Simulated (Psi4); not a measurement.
Level of theory: SAPT0/jun-cc-pVDZ, frozen core run with Psi4.

Psi4 input:

```
molecule {
0 1
F -1.04061410 -0.58488361 -0.56269463
C 0.00483344 0.05750968 -0.02370332
F 1.11493057 -0.64889994 -0.27810153
F -0.16868067 0.11454388 1.30401963
H 0.08953077 1.06173000 -0.43952014
--
0 1
Cl -2.69178291 2.16070297 0.10292234
B -3.74019643 0.80569027 0.43550151
Cl -4.77968063 0.17950110 -0.81875998
Cl -3.74831110 0.07651162 2.02112852
units angstrom
symmetry c1
no_reorient
no_com
}
set basis jun-cc-pvdz
set scf_type df
set freeze_core true
energy('sapt0')
```

Part of the output:

```
    SAPT Results
  --------------------------------------------------------------------------------------------------------
    Electrostatics                 -2.99208699 [mEh]      -1.87756293 [kcal/mol]      -7.85572332 [kJ/mol]
      Elst10,r                     -2.99208699 [mEh]      -1.87756293 [kcal/mol]      -7.85572332 [kJ/mol]

    Exchange                        5.56618463 [mEh]       3.49283359 [kcal/mol]      14.61401573 [kJ/mol]
      Exch10                        5.56618463 [mEh]       3.49283359 [kcal/mol]      14.61401573 [kJ/mol]
      Exch10(S^2)                   5.55083360 [mEh]       3.48320067 [kcal/mol]      14.57371161 [kJ/mol]

    Induction                      -0.63889634 [mEh]      -0.40091351 [kcal/mol]      -1.67742211 [kJ/mol]
      Ind20,r                      -2.56011382 [mEh]      -1.60649567 [kcal/mol]      -6.72157790 [kJ/mol]
      Exch-Ind20,r                  2.17369860 [mEh]       1.36401647 [kcal/mol]       5.70704489 [kJ/mol]
      delta HF,r (2)               -0.25248112 [mEh]      -0.15843430 [kcal/mol]      -0.66288910 [kJ/mol]

    Dispersion                     -3.00653524 [mEh]      -1.88662934 [kcal/mol]      -7.89365717 [kJ/mol]
      Disp20                       -3.35930556 [mEh]      -2.10799606 [kcal/mol]      -8.81985552 [kJ/mol]
      Exch-Disp20                   0.35277032 [mEh]       0.22136672 [kcal/mol]       0.92619835 [kJ/mol]
      Disp20 (SS)                  -1.67965278 [mEh]      -1.05399803 [kcal/mol]      -4.40992776 [kJ/mol]
      Disp20 (OS)                  -1.67965278 [mEh]      -1.05399803 [kcal/mol]      -4.40992776 [kJ/mol]
      Exch-Disp20 (SS)              0.19908304 [mEh]       0.12492649 [kcal/mol]       0.52269245 [kJ/mol]
      Exch-Disp20 (OS)              0.15368728 [mEh]       0.09644022 [kcal/mol]       0.40350590 [kJ/mol]

  Total HF                          1.93520130 [mEh]       1.21435715 [kcal/mol]       5.08087031 [kJ/mol]
  Total SAPT0                      -1.07133394 [mEh]      -0.67227220 [kcal/mol]      -2.81278687 [kJ/mol]
```
